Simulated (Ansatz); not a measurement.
SiHMe2(NiPr2) (C8H21NSi). Charge 0, multiplicity 3. Geometry r2SCAN-D4/def2-SVP, that of the neutral singlet; atoms count from 1.

```xyz
31

Si   -1.211    1.073    0.365
H    -0.836    2.452   -0.080
C    -2.805    0.564   -0.501
H    -2.691    0.613   -1.596
H    -3.642    1.223   -0.214
H    -3.094   -0.468   -0.240
C    -1.512    1.093    2.225
H    -0.618    1.446    2.764
H    -1.758    0.087    2.605
H    -2.353    1.758    2.484
N     0.112    0.013   -0.057
C    -0.015   -1.406    0.286
C    -0.039   -2.313   -0.951
C     1.033   -1.864    1.307
C     1.345    0.440   -0.728
C     1.080    0.987   -2.135
C     2.154    1.429    0.117
H    -1.002   -1.518    0.776
H     0.919   -2.274   -1.496
H    -0.214   -3.364   -0.668
H    -0.837   -2.001   -1.643
H     2.053   -1.798    0.893
H     0.992   -1.235    2.210
H     0.866   -2.913    1.604
H     1.970   -0.464   -0.849
H     0.471    1.905   -2.090
H     0.534    0.247   -2.742
H     2.021    1.235   -2.653
H     3.112    1.682   -0.368
H     1.595    2.369    0.263
H     2.369    1.005    1.110
```

At PBE0-D4/def2-TZVP a singlet of charge 0 lies 5.70 eV below the triplet at the same geometry.

Q: Estimate the Mulliken populations of the heavy atoms from the PBE0/def2-TZVP orbitals of Ansatz.

A: 
```tsv
atom	charge (e)	spin (α − β)
Si1	0.15	0.02
C3	-0.17	-0.22
C7	-0.17	-0.22
N11	0.14	0.87
C12	0.01	-0.13
C13	-0.04	-0.26
C14	-0.04	-0.26
C15	-0.08	-0.06
C16	-0.22	-0.09
C17	-0.22	-0.09
```
Mulliken values depend strongly on the basis.

Q: Where does the spin sit?

A: Summed by element: Si 0.02, H 2.46, C -1.34, N 0.87, of 2 unpaired in all. Largest on single atoms: N11 0.87, H18 0.32, C13 -0.26.

Q: And the Mayer bond orders between heavy atoms (over 0.3)?

A: Si1–C3 0.95 (1.88 Å); Si1–C7 0.95 (1.88 Å); Si1–N11 0.91 (1.75 Å); N11–C12 0.90 (1.47 Å); N11–C15 0.87 (1.47 Å); C12–C13 1.07 (1.53 Å); C12–C14 1.07 (1.53 Å); C15–C16 1.01 (1.53 Å); C15–C17 1.01 (1.53 Å).
